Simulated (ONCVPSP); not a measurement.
# Ranking ONCV potentials for Eu

All share these settings but for the change named:

europium (Eu), optimised norm-conserving Vanderbilt (ONCV), made with ONCVPSP 4.0.1 (PBE, fully relativistic). Core [Kr] 4d10 4f6, reference 5s2 5p6 5d1 6s2. Waves: 5s+6s: rc 2.45 bohr, ncon 3, nbas 6, qcut 5.6 1/bohr, 3 projectors, debl 2.5 Ha; 5p: rc 2.45 bohr, ncon 4, nbas 9, qcut 7.1 1/bohr, 2 projectors, debl 0.4 Ha; 5d: rc 3.10 bohr, ncon 4, nbas 9, qcut 4 1/bohr, 1 projector. Local part: polynomial inside 2.15 bohr (lpopt 3, dvloc0 1 Ha). Core correction: polynomial model core, fcfact 0.2.

Open shells are filled in proportion to 2j + 1.

In the p channel the program set the typed energies aside and used -0.934, 0.250 Ha (j = l + 1/2; the other j can differ).

Cutoff: the first of the cutoffs (Ha) at which the residual kinetic energy of the hardest occupied pseudo-wave falls to 1 and 0.1 mHa per electron; the density cutoff is not measured.

The base gives 11 Ha.

Of 8 variants that were run, those that failed, showed a ghost or another fault, or gave nearly equal values are left out.

A variant can come out equal or close to the base.

Task: Rank these variants from softest to hardest (loose cutoff).
A. s: qcut 5; p: qcut 6.3; d: qcut 3.5
B. p: nbas 7
C. d: rc 2.28

Result: A (7 Ha), C (11 Ha), B (12 Ha).
